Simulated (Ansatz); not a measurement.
Reaction (formal hydrolysis of the Si–O bond): `CO[SiH2][SiH2]O` + H₂O → `O[SiH2][SiH2]O` + CH₃OH

Calculated with Ansatz (gas phase, PBE0-D4/def2-TZVP geometries, no zero-point term in ΔE). CCSD(T)/CBS adds triple-zeta CCSD(T) − MP2 to the extrapolated MP2 energy (def2 sets, frozen cores). This one scheme is used for every species. Functionals use def2-TZVPP. B3LYP here is the variant with VWN-RPA as its local correlation; programs differ in this. One conformer a species, not always the lowest.

`CO[SiH2][SiH2]O`:

```xyz
13

C    -1.301   -0.026    1.853
O    -0.666    0.157    0.607
Si    0.762   -0.592    0.208
Si    1.038    0.267   -1.966
O    -0.316    1.181   -2.211
H    -2.214    0.571    1.867
H    -0.657    0.300    2.678
H    -1.568   -1.077    2.012
H     0.603   -2.074    0.295
H     1.827   -0.218    1.186
H     2.263    1.104   -2.088
H     1.127   -0.805   -2.994
H    -0.898    1.212   -1.445
```

H₂O:

Cartesian coordinates in Å:
```
O 0.368 -0.076 0.101
H -0.009 0.774 -0.135
H -0.360 -0.698 0.035
```

`O[SiH2][SiH2]O`:

Cartesian coordinates in Å:
```
O -1.179 1.056 -0.726
Si -0.658 0.522 0.765
Si 1.045 -0.943 0.057
O 1.107 -0.742 -1.581
H -1.887 1.700 -0.762
H -1.771 -0.128 1.515
H -0.188 1.665 1.600
H 0.739 -2.359 0.401
H 2.364 -0.614 0.660
H 0.428 -0.156 -1.928
```

CH₃OH:

```xyz
6

C     0.180    0.108   -0.288
O    -0.950   -0.203    0.495
H    -0.186    0.443   -1.259
H     0.828   -0.762   -0.450
H     0.780    0.917    0.147
H    -0.651   -0.502    1.356
```

```json
{"level": "LDA (SPW92)", "ΔE (kJ/mol)": "4.4", "difference from CCSD(T)/CBS": "-2.8"}
{"level": "r2SCAN-D4", "ΔE (kJ/mol)": "3.8", "difference from CCSD(T)/CBS": "-3.4"}
{"level": "B97M-V", "ΔE (kJ/mol)": "3.7", "difference from CCSD(T)/CBS": "-3.5"}
{"level": "B3LYP-D4", "ΔE (kJ/mol)": "5.6", "difference from CCSD(T)/CBS": "-1.6"}
{"level": "BHLYP-D4", "ΔE (kJ/mol)": "5.1", "difference from CCSD(T)/CBS": "-2.1"}
{"level": "B2PLYP", "ΔE (kJ/mol)": "2.9", "difference from CCSD(T)/CBS": "-4.3"}
{"level": "PBE-QIDH", "ΔE (kJ/mol)": "3.9", "difference from CCSD(T)/CBS": "-3.3"}
{"level": "PBE0", "ΔE (kJ/mol)": "1.0", "difference from CCSD(T)/CBS": "-6.2"}
{"level": "HF/def2-TZVPP", "ΔE (kJ/mol)": "-0.9", "difference from CCSD(T)/CBS": "-8.1"}
{"level": "MP2/def2-TZVPP", "ΔE (kJ/mol)": "7.3", "difference from CCSD(T)/CBS": "0.1"}
{"level": "CCSD(T)/CBS", "ΔE (kJ/mol)": "7.2", "difference from CCSD(T)/CBS": "0"}
```

Largest T1 diagnostic among the species: 0.012.

Leaving LDA and LC-ωPBE aside and taking each functional with its dispersion term where it has one, the values, not all of them listed here, spread over 3.3 kJ/mol, from B2PLYP to BLYP-D4. LDA lies +3.5 kJ/mol from PBE without D4. In def2-TZVPP, CCSD(T) changes the Hartree–Fock value by +7.1 kJ/mol (the triples alone add +1.3 kJ/mol) and MP2 by +8.2 kJ/mol.

CCSD(T)/CBS has its own doubt, a few kJ/mol and more with outer-core shells, so smaller differences from it don't rank the levels.
